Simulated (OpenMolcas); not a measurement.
## Br II: effect of the basis set

```yaml
Program: OpenMolcas
Method: CASSCF
Active_space: 6 electrons in 4 orbitals (4s 4p)
State_averaging: 2S+1 = 3 even, 3 roots; 2S+1 = 1 even, 6 roots
Spin-orbit_coupling: state interaction with AMFI integrals over the reference wave functions, term energies averaged over their components
```

A. ANO-RCC-MB [4s3p1d], DKH2, point nucleus; cost of the order of 8 core-seconds
B. ANO-RCC-VDZP [5s4p2d], DKH2, point nucleus; cost of the order of 5 core-seconds
C. ANO-RCC-VTZP [6s5p3d1f], DKH2, point nucleus; cost about 6 core-seconds
D. ANO-RCC-VQZP [7s6p4d2f1g], DKH2, point nucleus; cost about 8 core-seconds

Energies in cm-1 above 4s2 4p4 3P2, the measured ground level; measured values from NIST Handbook of Basic Atomic Spectroscopic Data.

```json
{"Level": "4s2 4p4 3P2", "A": "0.0", "B": "0.0", "C": "0.0", "D": "0.0", "Measured": "0.0"}
{"Level": "4s2 4p4 3P1", "A": "2426", "B": "2907", "C": "2839", "D": "2833", "Measured": "3136"}
{"Level": "4s2 4p4 3P0", "A": "3083", "B": "3628", "C": "3558", "D": "3549", "Measured": "3837"}
{"Level": "4s2 4p4 1D2", "A": "13168", "B": "14457", "C": "14460", "D": "14459", "Measured": "12089"}
{"Level": "4s2 4p4 1S0", "A": "24887", "B": "26685", "C": "26732", "D": "26725", "Measured": "27867"}
```

Deviations, from unrounded energies. A percentage is the sum of absolute deviations over the sum of measured energies, with the sign that they share, or ± where signs differ.

```
                        Against measurement  Levels      A     B     C     D
             mean absolute deviation (cm-1)       4   1400  1000  1000  1000
      fine structure of the ground term (%)       2  -21.0  -6.3  -8.3  -8.5
other terms of the ground configuration (%)       2  ±10.2  ±8.9  ±8.8  ±8.8
```

B, C, D lie about equally close to measurement and A furthest from it. The largest miss of B in the table is 4s2 4p4 1D2, by +2400 cm-1. The ranking rests on the paired levels alone, and a cruder setting can come out closer through cancelling errors.

Among A to D the level of the table that moves most is 4s2 4p4 1S0, by 1800 cm-1 (lowest in A, highest in C).

Without dynamic correlation excited terms often stand tens of per cent too high (terms of higher spin than the ground term too low), and those without a measured partner can miss by more than the paired ones. No level of 4s 4p5 was computed, though it lies in the active space. Computed and measured levels are paired by configuration, term and J; levels that our copy of the source lacks, or whose pairing is in doubt (as where it misses far off the trend of its configuration), stay unpaired and out of the deviations. Levels of configurations outside the active space are missing.
